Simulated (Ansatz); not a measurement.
Program: Ansatz. Geometries: PBE0-D4/def2-TZVP. ΔE: electronic, gas phase. CCSD(T)/CBS is the MP2 limit (def2-TZVPP, def2-QZVPP) plus CCSD(T) − MP2 in def2-TZVPP, frozen cores. This one scheme is used for every species. DFT in def2-TZVPP. B3LYP here is the variant with VWN-RPA as its local correlation; programs differ in this. For Mg outer-core shells are correlated without core-valence functions, which leaves a few kJ/mol of doubt a bond. Each species was taken in one conformer, which may not be the lowest.

`[SiH3][O][Mg][SH]` + PH₃ → `[SiH3]P` + `[OH][Mg][SH]`  (ligand exchange at the Si–O bond)

`[SiH3][O][Mg][SH]`:

```xyz
8

Si    0.730    0.103    1.707
O     0.205    0.095    0.182
Mg   -0.382    0.082   -1.505
S    -1.103    0.085   -3.667
H    -0.281    0.706    2.625
H     1.010   -1.280    2.192
H     1.989    0.893    1.842
H    -2.167   -0.685   -3.377
```

PH₃:

Z-matrix (Å, degrees):
```
P
H 1 1.420
H 1 1.420 2 93.1
H 1 1.420 2 93.1 3 93.3
```

`[SiH3]P`:

Cartesian coordinates in Å:
```
Si -0.609 -0.453 0.308
P 1.194 0.895 0.174
H -1.670 0.274 1.053
H -0.222 -1.663 1.078
H -1.147 -0.872 -1.013
H 0.607 1.739 -0.807
H 1.847 0.081 -0.792
```

`[OH][Mg][SH]`:

```xyz
5

O     0.238    1.621   -0.786
Mg    0.178    0.128    0.138
S     0.068   -1.778    1.391
H     0.456    2.308   -1.400
H    -0.941   -2.278    0.657
```

**Question.** Is it downhill or uphill in electronic energy at CCSD(T)/CBS, and by how much? (An estimate is asked.)

**Answer.** The calculation gave: Uphill: ΔE = +103.1 kJ/mol.

**Question.** What do these levels give: LDA (SPW92), BLYP-D4, B3LYP-D4, ωB97M-V, r2SCAN, PBE0, r2SCAN0, MP2/def2-SVP, CCSD(T)/def2-SVP, HF/def2-TZVPP, MP2/def2-QZVPP, MP2/CBS(def2)? (Best estimate.)

**Answer.** The calculation gave: LDA (SPW92) 82.4, BLYP-D4 96.8, B3LYP-D4 101.2, ωB97M-V 100.8, r2SCAN 96.1, PBE0 88.1, r2SCAN0 98.2, MP2/def2-SVP 107.4, CCSD(T)/def2-SVP 107.2, HF/def2-TZVPP 125.6, MP2/def2-QZVPP 104.9, MP2/CBS(def2) 103.2 kJ/mol.

Largest T1 diagnostic among the species: 0.013.

Leaving LDA and LC-ωPBE aside and taking each functional with its dispersion term where it has one, the values, not all of them listed here, spread over 29.6 kJ/mol, from revPBE-D4 to BHLYP-D4. From PBE to PBE0 (25 % exact exchange), in def2-TZVPP and without D4, ΔE moves by +6.2 kJ/mol. In def2-TZVPP, CCSD(T) changes the Hartree–Fock value by −20.4 kJ/mol (the triples alone add −2.9 kJ/mol) and MP2 by −20.4 kJ/mol.
